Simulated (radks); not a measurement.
Results of a calculation; reference values are marked as such.
Problem. These are the eigenvalues of the occupied orbitals of an atom or ion with whole-number occupations (hartree). Level of theory: scalar-relativistic Kohn-Sham, BLYP, spin-polarised, spherical densities, finite nucleus; Fermi nuclear charge, rms radius of each element as measured or else 0.836 A^(1/3) + 0.57 fm (a radial shooting solver on a logarithmic mesh with Libxc functionals).

orbital  eigenvalue
1s up     -3238.025
1s down   -3238.024
2s up     -580.0816
2s down   -580.0811
2p up     -497.9628
2p down   -497.9623
3s up     -140.0458
3s down   -140.0451
3p up     -116.4863
3p down   -116.4856
3d up     -92.39182
3d down   -92.39124
4s up     -32.50881
4s down   -32.50775
4p up     -24.78405
4p down   -24.78285
4d up     -15.82554
4d down   -15.82415
5s up      -6.34355
5s down    -6.34102
4f up      -5.93424
4f down    -5.93271
5p up      -4.20148
5p down    -4.19759
5d up      -1.81476
5d down    -1.80252
6s up      -1.39524

Which element is it, and in what charge state? The configuration may be excited. Open shells, if any, are filled with parallel spins first.

Solution. Z = 82, lead, charge +3: Pb3+ in [Xe] 4f14 5d10 6s1. The list shows which subshells hold electrons but not how many an open one holds; the 1s level, -3238 hartree, gives Z - s = 80.5 by -(Z - s)^2/2, which with screening and relativity narrows Z to a few neighbours, and the depths of the outer levels then fix element, charge and occupations together.
